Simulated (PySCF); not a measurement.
CaIn: frontier orbitals

PBE at R = 3.283 Å; basis Ca def2-SVPD, In def2-SVPD with ECP28; scalar-relativistic core potentials; PySCF 2.14. State: ²Π (doublet), unpaired electrons π ↑. Only the outer orbitals are listed, counted within each symmetry, core potentials removing the inner ones.

```
spin  orbital  occ.  ε (eV)  on Ca (%)            main shells (%)
   α       1δ     1  -18.11          0                   100 In d
   α       4π     1  -18.08          0                   100 In d
   α       1δ     1  -18.03          0                   100 In d
   α       8σ     1  -17.92          0                   100 In d
   α       4π     1  -17.92          0                   100 In d
   α       9σ     1   -8.28         11                    88 In s
   α      10σ     1   -3.94         70           69 Ca s, 27 In p
   α       5π     1   -2.97         31  68 In p, 18 Ca d, 13 Ca p
   α       5π     0   -2.81         32  68 In p, 18 Ca d, 13 Ca p
   α      11σ     0   -2.51         62  32 In p, 23 Ca s, 20 Ca d
   α       2δ     0   -1.56         99                    99 Ca d
   β       1δ     1  -18.08          0                   100 In d
   β       4π     1  -18.06          0                   100 In d
   β       1δ     1  -17.96          0                   100 In d
   β       4π     1  -17.83          0                   100 In d
   β       8σ     1  -17.83          0                   100 In d
   β       9σ     1   -7.81         12                    88 In s
   β      10σ     1   -3.80         85           83 Ca s, 14 In p
   β       5π     0   -2.56         36  64 In p, 21 Ca d, 16 Ca p
   β      11σ     0   -2.36         51  42 In p, 23 Ca p, 21 Ca d
   β       5π     0   -2.12         43  58 In p, 26 Ca d, 17 Ca p
```

Task: Which are the highest filled and the lowest empty level, where do they sit, and how wide is the gap?

Result: Highest filled α 5π at -2.97 eV (in %: 68 In p, 18 Ca d, 13 Ca p); lowest empty α 5π at -2.81 eV (in %: 68 In p, 18 Ca d, 13 Ca p); the gap at PBE is 0.16 eV. Both belong to one degenerate shell, split only by its one-sided filling, so this is no excitation gap.

```
bond order (Mayer)                               : 1.16
⟨S²⟩                                             : 0.804
charge on Ca (Mulliken, basis-dependent)         : -0.09
charge on Ca (Löwdin, basis-dependent)           : 0.18
dipole moment (positive dipole means Ca(−)In(+)) : -1.89 D
polarisability along the bond                    : 324.4 bohr³
polarisability across the bond                   : 193.8 bohr³
```

Spin–orbit coupling is left out. The state was picked by a PBE0 search and need not be the measured ground state.
